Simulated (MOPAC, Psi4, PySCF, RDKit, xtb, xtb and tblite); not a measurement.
Two geometries of SMILES O=C(O)[SiH2]CS (C2H6O2SSi), relaxed at GFN2-xTB with one dihedral held; other torsions can differ between them too.

Structure A

```
12

O     -0.6943     3.0104     1.8966
C     -0.0806     2.0082     1.6344
O      0.6320     1.3821     2.5797
Si    -0.1539     1.3035    -0.1621
C      1.4591     0.3247    -0.5020
S      1.7424    -0.9864     0.7520
H      1.0767     0.5763     2.2526
H     -0.2771     2.4090    -1.1017
H     -1.2644     0.3466    -0.2233
H      2.3458     0.9534    -0.4368
H      1.4652    -0.1511    -1.4802
H      0.5808    -1.6200     0.5860
```

Structure B

```
12

O      0.2916     3.1931     1.7771
C      0.0701     2.0424     1.5404
O      0.0190     1.0923     2.5380
Si    -0.2536     1.2593    -0.1840
C      1.3841     0.3483    -0.5968
S      1.9622    -0.7477     0.7527
H      0.8871     0.7012     2.6941
H     -0.5037     2.2710    -1.2032
H     -1.3022     0.2529    -0.0153
H      2.2045     1.0498    -0.7418
H      1.3046    -0.2588    -1.4969
H      0.8627    -1.4960     0.8311
```

### Question
Which is lower in energy at the level DF-MP2 (frozen core)/cc-pVTZ // GFN2-xTB run with Psi4, and by how much?

### Answer
A is lower, by 43.86 kJ/mol (dihedral Si4–C2–O3–H7: 0° in A, 90° in B).

E(B) − E(A) in kJ/mol at the other levels, on the same two geometries: GFN2-xTB (xtb and tblite) 31.69; MMFF94 // GFN2-xTB (RDKit) 49.83; PBE0/def2-TZVP // GFN2-xTB (Psi4) 47.67; PBE0-D3(BJ)/def2-TZVP // GFN2-xTB (Psi4) 47.58; PBE/def2-TZVP // GFN2-xTB (Psi4) 51.19; PBE-D3(BJ)/def2-TZVP // GFN2-xTB (Psi4) 51.18; HF/cc-pVTZ // GFN2-xTB (Psi4) 33.37; UFF // GFN2-xTB (RDKit) 12.29; PM7, restricted, heats of formation // GFN2-xTB (MOPAC) -5.05; PM3, restricted, heats of formation // GFN2-xTB (MOPAC) 26.48; GFN1-xTB // GFN2-xTB (xtb) 28.05; restricted B3LYP/6-31G*, spherical d, density fitting // GFN2-xTB (PySCF) 42.92; restricted M06-2X/6-31G*, spherical d, density fitting // GFN2-xTB (PySCF) 37.36.
